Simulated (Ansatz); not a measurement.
Geometry optimisation, RKS r2SCAN-D4/cc-pVDZ in Ansatz 0.2.0.

Input:

```yaml
crystal:
  periodic: [false, false, false]
  atoms:
    - { symbol: B, position_ang: [-1.258151, -0.394926, 0.324543] }
    - { symbol: Cl, position_ang: [-2.903542, 0.129901, -0.283626] }
    - { symbol: "N", position_ang: [-0.204354, 0.274125, -0.268641] }
    - { symbol: C, position_ang: [1.218382, 0.107563, -0.044681] }
    - { symbol: H, position_ang: [-0.489522, 0.967299, -0.957297] }
    - { symbol: H, position_ang: [-1.165486, -1.252198, 1.158242] }
    - { symbol: H, position_ang: [1.691381, 1.050319, 0.279811] }
    - { symbol: H, position_ang: [1.739058, -0.240854, -0.953377] }
    - { symbol: H, position_ang: [1.372134, -0.64123, 0.745026] }
basis:
  gaussian: { orbitals: cc-pVDZ }
hamiltonian:
  xc: r2scan
  dispersion: d4
relax:
  f_tol: 0.03
  max_steps: 50
```

Launched with:

```bash
$ ansatz run input.yaml --threads 2 --pin off --max-ram 3072MiB --backend cpu --events-out ev --progress --plain --runs-dir out
```

Question: Where does it end, and by what steps?

Answer: The run converged. After 5 steps the energy has fallen by 0.053 eV; Cl2 moved furthest, 0.12 Å.

```csv
step,energy less start (eV),largest force component (eV/Å),accepted
0,0.0000,0.714,yes
1,-0.0335,0.480,yes
2,-0.0297,0.698,no
3,-0.0528,0.090,yes
4,-0.0528,0.095,no
5,-0.0535,0.025,yes
```

```xyz
9
Properties=species:S:1:pos:R:3
B -1.271 -0.364 0.297
Cl -2.936 0.052 -0.204
N -0.210 0.301 -0.303
C 1.202 0.098 -0.036
H -0.412 1.006 -1.008
H -1.107 -1.211 1.134
H 1.683 1.029 0.310
H 1.737 -0.248 -0.937
H 1.314 -0.663 0.748
```

Whether the end is a true minimum wasn't checked by a vibrational analysis.

Run time: 11 s on 2 threads of Intel(R) Xeon(R) Platinum 8488C (Sapphire Rapids), on a shared host, peak memory 0.18 GiB.
